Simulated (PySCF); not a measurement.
Molfile (atoms numbered from 1):
```
C7H10O3
     RDKit          3D

 20 19  0  0  0  0  0  0  0  0999 V2000
    4.2473    0.6525   -0.6680 C   0  0  0  0  0  0  0  0  0  0  0  0
    3.2733   -0.2544   -0.7253 C   0  0  0  0  0  0  0  0  0  0  0  0
    2.0244   -0.1983    0.0846 C   0  0  0  0  0  0  0  0  0  0  0  0
    0.9119   -0.3774   -0.7891 O   0  0  0  0  0  0  0  0  0  0  0  0
   -0.2576   -0.5666   -0.1892 C   0  0  0  0  0  0  0  0  0  0  0  0
   -0.4368   -0.5917    0.9996 O   0  0  0  0  0  0  0  0  0  0  0  0
   -1.1859   -0.7355   -1.1267 O   0  0  0  0  0  0  0  0  0  0  0  0
   -2.5304   -0.8357   -0.6516 C   0  0  0  0  0  0  0  0  0  0  0  0
   -3.1254    0.5183   -0.4368 C   0  0  0  0  0  0  0  0  0  0  0  0
   -3.5116    0.9713    0.7550 C   0  0  0  0  0  0  0  0  0  0  0  0
    5.1659    0.5426   -1.2496 H   0  0  0  0  0  0  0  0  0  0  0  0
    4.1656    1.5388   -0.0303 H   0  0  0  0  0  0  0  0  0  0  0  0
    3.3732   -1.1298   -1.3773 H   0  0  0  0  0  0  0  0  0  0  0  0
    2.0072   -0.9961    0.8468 H   0  0  0  0  0  0  0  0  0  0  0  0
    1.9294    0.7609    0.6188 H   0  0  0  0  0  0  0  0  0  0  0  0
   -3.0626   -1.3819   -1.4436 H   0  0  0  0  0  0  0  0  0  0  0  0
   -2.5517   -1.4261    0.2759 H   0  0  0  0  0  0  0  0  0  0  0  0
   -3.2140    1.1518   -1.3273 H   0  0  0  0  0  0  0  0  0  0  0  0
   -3.9435    1.9684    0.8743 H   0  0  0  0  0  0  0  0  0  0  0  0
   -3.4021    0.3600    1.6560 H   0  0  0  0  0  0  0  0  0  0  0  0
  1  2  2  0
  2  3  1  0
  3  4  1  0
  4  5  1  0
  5  6  2  0
  5  7  1  0
  7  8  1  0
  8  9  1  0
  9 10  2  0
  1 11  1  0
  1 12  1  0
  2 13  1  0
  3 14  1  0
  3 15  1  0
  8 16  1  0
  8 17  1  0
  9 18  1  0
 10 19  1  0
 10 20  1  0
M  END
```

All values are calculated (PySCF): geometry: PBE0-D3(BJ)/def2-SVP, WP04/pcSseg-1 with gauge-including orbitals. Fast rotation and ring inversion assumed for equivalent nuclei, single conformer, isolated molecule, non-relativistic.

Task: Predict the 2D correlation tables (HSQC, COSY, HMBC).

Result: 

HSQC (one-bond C–H):
```csv
δH,δC
5.78 (H13/H18),139.3 (C2/C9)
5.40 (H12/H20),127.8 (C1/C10)
5.29 (H11/H19),127.8 (C1/C10)
4.32 (H14/H15/H16/H17),71.6 (C3/C8)
```

COSY cross peaks (H two or three bonds apart, from the bond graph; peaks can be absent where the dihedral angle is near 90°):
```csv
δH,δH
5.78 (H13/H18),5.40 (H12/H20)
5.78 (H13/H18),5.29 (H11/H19)
5.78 (H13/H18),4.32 (H14/H15/H16/H17)
5.40 (H12/H20),5.29 (H11/H19)
```

HMBC (two and three bonds, from the bond graph):
```csv
δH,δC
5.78 (H13/H18),"127.8 (C1/C10), 71.6 (C3/C8)"
5.40 (H12/H20),"139.3 (C2/C9), 71.6 (C3/C8)"
5.29 (H11/H19),"139.3 (C2/C9), 71.6 (C3/C8)"
4.32 (H14/H15/H16/H17),"161.6 (C5), 139.3 (C2/C9), 127.8 (C1/C10)"
```

Referencing at the same level of theory: TMS for 1H (σref 31.56) and 13C (σref 172.44).

Short H···H contacts in this conformer between protons four or more bonds apart (candidates for NOE cross peaks, intensity ∝ r⁻⁶): H17···H20 2.41 Å, H12···H15 2.45 Å.

Shifts are as computed. Against solution values, carbons near 30 ppm lie about +3 ppm off and those near 130 ppm about +5 ppm. Of 1211 compounds with measured shifts, 218 miss one by over three times the rms of a fit or turn the order of signals round; such compounds aren't used in these exercises.
